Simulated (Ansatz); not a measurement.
A structure relaxed at PBE0-D4/def2-TZVP, charge 0, multiplicity 1:

```xyz
7

F     2.2733    0.0678   -0.6461
Si    1.0131    0.2981    0.3042
Si   -1.0760   -0.0762   -0.4006
S    -0.0266   -1.4387    0.9296
H     1.4492    1.2226    1.3686
H    -1.3549   -0.6330   -1.7447
H    -2.2780    0.5594    0.1891
```

Q: Give its formula and SMILES.

A: FH3SSi2, `F[SiH]1[SiH2]S1`.

Q: Summarise the bond lengths by kind.

A: 1 × F–Si 1.595 Å; 1 × Si–Si 2.236 Å; 2 × S–Si 2.119 to 2.174 Å; 3 × H–Si 1.476 to 1.482 Å.

All numbers were calculated with Ansatz.
